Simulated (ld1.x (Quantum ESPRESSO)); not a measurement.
# B, ultrasoft: configuration errors across variants

ld1.x (Quantum ESPRESSO) 7.5 input, shortened:

```
&input
   title='B', zed=5., rel=1, dft='PBE', iswitch=3,
   config='[He] 2s1.5 2p0 3d-2'
 /
 &inputp
   pseudotype=3, tm=.true., lloc=2,
   nlcc=.false.,
   which_augfun='PSQ', rmatch_augfun_nc=.true.
 /
5
2S  1  0   1.50   0.00  1.25  1.35  0.0
2S  1  0   0.00   3.15  1.25  1.35  0.0
2P  2  1   0.00   0.00  1.75  2.00  0.0
2P  2  1   0.00   1.15  1.75  2.00  0.0
3D  3  2  -2.00   0.10  1.60  1.60  0.0
 &test
   configts(1)='2s1.5 2p0'
 /
```

All-electron excitation energies from the reference (eV): (1) 2s2 2p1 -19.432; (2) 2s2 2p0 -11.213; (3) 2s1 2p0 14.210; (4) 2s2 2p0.5 -16.545; (5) 2s0 2p3 -7.711; (6) 2s1 2p1 -5.072; (7) 2s1 2p2 -13.581.

3 further variants failed, have other tests or another functional or relativity, and are left out.

Errors AE − PS in meV (a dash: test not solved or not reliable):

```tsv
change	(1)	(2)	(3)	(4)	(5)	(6)	(7)	bound ghosts
base	+57	+3.7	+8.4	+30	+184	+52	+114	none
waves 2s (bound): rcut 1.08, rcutus 1.14 bohr; 2s channel at 3.15 Ry: rcut 1.08, rcutus 1.14 bohr	+80	+3.6	+7.9	+39	+365	+109	+206	none
waves 2p (bound): rcut 1.75, rcutus 3.10 bohr; 2p channel at 1.15 Ry: rcut 1.75, rcutus 3.10 bohr	+63	+3.7	+8.4	+33	+192	+52	+124	none
core correction a·sin(br)/r model core inside 1.18 bohr	+40	+2.4	+5.2	+20	+135	+33	+82	none
wave 2p channel at 1.15 Ry: rcut 1.75, rcutus 2.00 bohr becomes 2p channel at 6.25 Ry: rcut 1.75, rcutus 2.00 bohr	+52	+3.7	+8.4	+29	+174	+51	+107	none
local potential all-electron potential smoothed inside 1.60 bohr (lloc = -1)	+48	+3.7	+8.4	+27	+161	+50	+98	none
augmentation PSQ, radius 1.20 bohr	+74	+3.8	+8.5	+37	+280	+73	+162	none
```

Task: Give the same row for: wave 3d channel at 0.1 Ry: rc 1.60 bohr becomes 3d channel at 0.1 Ry: rc 1.86 bohr.

Result: +49, +3.7, +8.4, +28, +164, +51, +100; bound ghosts: none.
